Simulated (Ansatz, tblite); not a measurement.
Removing and adding an electron: GeF₂ (the lowest singlet isomer of a short search). The state is a singlet with charge 0. Geometry: PBE0-D4/def2-TZVP. Ansatz, gas phase; energy differences of separate SCF runs; the oxidised species was run as a doublet alone; the reduced species was run as a doublet alone.

```xyz
3

Ge    0.4548   -0.3544    0.5096
F     0.1423   -0.6744   -1.1768
F    -0.5970    1.0288    0.6672
```

The xTB rows come from tblite. Correlated methods freeze 11 core orbitals; core or outer-core shells of Ge are correlated, in sets that lack core-valence functions. The structure comes from a short search, and lower isomers may exist.

```csv
level,−HOMO (eV),vertical IE (eV),−LUMO (eV),vertical EA (eV),HOMO–LUMO gap (eV),IE − EA (eV),remarks
GFN2-xTB,12.85,17.54,7.71,3.00,5.13,14.54,–
HF/def2-TZVPP,–,10.91,–,–,–,–,–
r2SCAN-D4/def2-TZVP,7.99,11.52,3.31,–,4.68,–,–
PBE0-D4/def2-TZVP,8.94,11.59,2.58,–,6.36,–,–
PBE0-D4/def2-TZVPD,9.01,–,2.65,0.55,6.36,–,HOMO above zero (-1 doublet)
MP2/def2-TZVPD,–,–,–,0.35,–,–,–
CCSD/def2-TZVPP,–,11.68,–,–,–,–,–
CCSD(T)/def2-TZVPP,–,11.64,–,–,–,–,–
```

Problem. Estimate the rows for GFN1-xTB, HF/def2-TZVPD, PBE-D4/def2-TZVP, PBE-D4/def2-TZVPD, r2SCAN-D4/def2-TZVPD, MP2/def2-TZVPP, CCSD/def2-TZVPD, CCSD(T)/def2-TZVPD.

Solution. 
| level | −HOMO (eV) | vertical IE (eV) | −LUMO (eV) | vertical EA (eV) | HOMO–LUMO gap (eV) | IE − EA (eV) | remarks |
| --- | --- | --- | --- | --- | --- | --- | --- |
| GFN1-xTB | 11.50 | 16.22 | 8.26 | 4.67 | 3.24 | 11.55 | – |
| HF/def2-TZVPD | – | – | – | 0.23 | – | – | – |
| PBE-D4/def2-TZVP | 7.64 | 11.41 | 3.34 | – | 4.29 | – | – |
| PBE-D4/def2-TZVPD | 7.75 | – | 3.44 | 0.43 | 4.31 | – | HOMO above zero (-1 doublet) |
| r2SCAN-D4/def2-TZVPD | 8.05 | – | 3.36 | 0.58 | 4.69 | – | HOMO above zero (-1 doublet) |
| MP2/def2-TZVPP | – | 11.59 | – | – | – | – | – |
| CCSD/def2-TZVPD | – | – | – | 0.43 | – | – | – |
| CCSD(T)/def2-TZVPD | – | – | – | 0.42 | – | – | – |

   A HOMO above zero means that the electron is unbound at that level or that self-interaction error raises the level; the energy of removing that electron tells which. Raw xTB energy differences between charge states are shifted by several eV; the methods need an empirical correction for them.
